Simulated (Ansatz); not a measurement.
C4H10Cd, SMILES C[CH2][Cd][CH2]C.

Geometry: B3LYP-D3(BJ)/def2-SVP. The isomer is the one that the SMILES or the coordinates give; other isomers of the formula were not compared. The def2 effective core potentials stand for the cores of Cd; spin–orbit coupling is left out. Other conformers were not sampled.

Two levels are set side by side: PBE/def2-TZVPD (Ansatz, a first-principles code) and PBE0/def2-TZVPD (Ansatz). Energy differences of separate SCF runs at the same geometry; the states with an electron removed or added have multiplicity 2 and 2. Differences are taken from unrounded values.

```csv
quantity,PBE0,PBE,PBE minus PBE0
vertical ionisation energy (eV),7.96,7.83,-0.13
vertical singlet–triplet gap (eV),4.34,4.14,-0.19
```
